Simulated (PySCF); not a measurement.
BeCl⁺: energy against distance

Set-up: basis Be pcseg-2, Cl pcseg-2; no relativity; PySCF 2.14. Energies in eV from Be⁺ + Cl in their ground configurations at the same level. State: ¹Σ⁺ (singlet), closed shell.

All columns are LDA. A positive dipole points towards Cl; it is taken about the centre of mass and depends on that origin.

```json
{"R (Å)": "1.477", "E (eV)": "-4.015", "μ (D)": "-6.34", "Mulliken charge on Be (basis-dependent)": "0.62", "HOMO (eV)": "-15.97", "LUMO (eV)": "-10.90", "Mayer bond order": "2.02", "⟨S²⟩": "0.00"}
{"R (Å)": "1.545", "E (eV)": "-4.647", "μ (D)": "-6.77", "Mulliken charge on Be (basis-dependent)": "0.70", "HOMO (eV)": "-15.65", "LUMO (eV)": "-11.01", "Mayer bond order": "1.92", "⟨S²⟩": "0.00"}
{"R (Å)": "1.614", "E (eV)": "-4.999", "μ (D)": "-7.20", "Mulliken charge on Be (basis-dependent)": "0.77", "HOMO (eV)": "-15.35", "LUMO (eV)": "-11.12", "Mayer bond order": "1.84", "⟨S²⟩": "0.00"}
{"R (Å)": "1.665", "E (eV)": "-5.125", "μ (D)": "-7.52", "Mulliken charge on Be (basis-dependent)": "0.82", "HOMO (eV)": "-15.15", "LUMO (eV)": "-11.22", "Mayer bond order": "1.78", "⟨S²⟩": "0.00"}
{"R (Å)": "1.717", "E (eV)": "-5.160", "μ (D)": "-7.83", "Mulliken charge on Be (basis-dependent)": "0.86", "HOMO (eV)": "-14.95", "LUMO (eV)": "-11.32", "Mayer bond order": "1.73", "⟨S²⟩": "0.00"}
{"R (Å)": "1.768", "E (eV)": "-5.122", "μ (D)": "-8.13", "Mulliken charge on Be (basis-dependent)": "0.89", "HOMO (eV)": "-14.76", "LUMO (eV)": "-11.42", "Mayer bond order": "1.68", "⟨S²⟩": "0.00"}
{"R (Å)": "1.837", "E (eV)": "-4.987", "μ (D)": "-8.53", "Mulliken charge on Be (basis-dependent)": "0.93", "HOMO (eV)": "-14.53", "LUMO (eV)": "-11.57", "Mayer bond order": "1.62", "⟨S²⟩": "0.00"}
{"R (Å)": "1.923", "E (eV)": "-4.722", "μ (D)": "-9.01", "Mulliken charge on Be (basis-dependent)": "0.97", "HOMO (eV)": "-14.26", "LUMO (eV)": "-11.75", "Mayer bond order": "1.55", "⟨S²⟩": "0.00"}
{"R (Å)": "2.026", "E (eV)": "-4.317", "μ (D)": "-9.54", "Mulliken charge on Be (basis-dependent)": "1.01", "HOMO (eV)": "-13.98", "LUMO (eV)": "-11.96", "Mayer bond order": "1.48", "⟨S²⟩": "0.00"}
{"R (Å)": "2.163", "E (eV)": "-3.711", "μ (D)": "-10.18", "Mulliken charge on Be (basis-dependent)": "1.04", "HOMO (eV)": "-13.66", "LUMO (eV)": "-12.23", "Mayer bond order": "1.41", "⟨S²⟩": "0.00"}
```

A fit through these points gives, at Re = 1.714 Å, μ = -7.81 D and dμ/dR = -6.01 D/Å; the reduced mass is 7.165 u.

Q: How strong is the fundamental in the double-harmonic approximation, I = 42.26·(dμ/dR)²/μred km/mol?

A: I = 42.26·(-6.01)²/7.165 = 213 km/mol at LDA.

For an ion De counts to the pair picked by the measured ionisation energies or electron affinities, which need not be the lowest pair at this level.
